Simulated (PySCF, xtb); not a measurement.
Sn(H)(OH)(NH2)2 (H6N2OSn), SMILES [NH2][SnH]([NH2])[OH].

GFN2-xTB run with xtb at its own geometry gives an orbital gap of 4.41 eV and a dipole moment of 2.03 D.

The structure is a stationary point at PBE0-D3(BJ)/def2-SVP. The structure was generated by enumeration; whether it is a known compound was not checked. The def2 effective core potentials stand for the cores of Sn; spin–orbit coupling is left out. One conformer was computed; it need not be the lowest.

Problem. What does ωB97X/def2-TZVP in PySCF give? (The exact figures need the calculation; the answer reports its results.)

Solution. gap 11.56 eV (levels -9.86 and 1.70 eV), dipole 1.28 D.
